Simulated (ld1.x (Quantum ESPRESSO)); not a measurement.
# Reading a pseudo-wave (scandium (Sc))

Columns: radius, all-electron u(r) and pseudo u(r) of the 3p shell (level -44.55 eV) of scandium in the configuration [Ne] 3s2 3p6 3d1 4s0.5 4p0; PBEsol, scalar-relativistic, PAW scheme, ld1.x (Quantum ESPRESSO) 7.5.

```json
{"r (bohr)": "0.175", "all-electron": "0.5041", "pseudo": "-0.0258"}
{"r (bohr)": "0.350", "all-electron": "0.1457", "pseudo": "-0.0984"}
{"r (bohr)": "0.525", "all-electron": "-0.4284", "pseudo": "-0.2048"}
{"r (bohr)": "0.700", "all-electron": "-0.8139", "pseudo": "-0.3260"}
{"r (bohr)": "0.875", "all-electron": "-0.9770", "pseudo": "-0.4412"}
{"r (bohr)": "1.050", "all-electron": "-0.9839", "pseudo": "-0.5318"}
{"r (bohr)": "1.225", "all-electron": "-0.9047", "pseudo": "-0.5848"}
{"r (bohr)": "1.400", "all-electron": "-0.7880", "pseudo": "-0.5949"}
{"r (bohr)": "1.575", "all-electron": "-0.6628", "pseudo": "-0.5653"}
{"r (bohr)": "1.750", "all-electron": "-0.5443", "pseudo": "-0.5053"}
{"r (bohr)": "1.925", "all-electron": "-0.4393", "pseudo": "-0.4286"}
{"r (bohr)": "2.100", "all-electron": "-0.3502", "pseudo": "-0.3488"}
{"r (bohr)": "2.275", "all-electron": "-0.2765", "pseudo": "-0.2765"}
{"r (bohr)": "2.450", "all-electron": "-0.2167", "pseudo": "-0.2167"}
{"r (bohr)": "2.625", "all-electron": "-0.1688", "pseudo": "-0.1688"}
{"r (bohr)": "2.800", "all-electron": "-0.1309", "pseudo": "-0.1309"}
{"r (bohr)": "2.975", "all-electron": "-0.1011", "pseudo": "-0.1011"}
{"r (bohr)": "3.150", "all-electron": "-0.0778", "pseudo": "-0.0778"}
{"r (bohr)": "3.325", "all-electron": "-0.0597", "pseudo": "-0.0597"}
{"r (bohr)": "3.500", "all-electron": "-0.0456", "pseudo": "-0.0456"}
{"r (bohr)": "3.675", "all-electron": "-0.0348", "pseudo": "-0.0348"}
{"r (bohr)": "3.850", "all-electron": "-0.0265", "pseudo": "-0.0265"}
{"r (bohr)": "4.025", "all-electron": "-0.0201", "pseudo": "-0.0201"}
{"r (bohr)": "4.200", "all-electron": "-0.0152", "pseudo": "-0.0152"}
{"r (bohr)": "4.375", "all-electron": "-0.0115", "pseudo": "-0.0115"}
{"r (bohr)": "4.550", "all-electron": "-0.0087", "pseudo": "-0.0087"}
```

Task: How many radial nodes do the two functions have?

Result: The all-electron 3p function has n − l − 1 = 1; the pseudo-wave has 0, since the states of the same l below it are removed with the core.

Task: At about which radius was the pseudo-wave matched?

Result: 2.40 bohr, where the columns begin to agree (steps of 0.17 bohr).

Task: Is the pseudo-wave norm-conserving?

Result: No, it belongs to a PAW set: the norm inside the radius is not constrained, and the difference is carried by the augmentation charge.
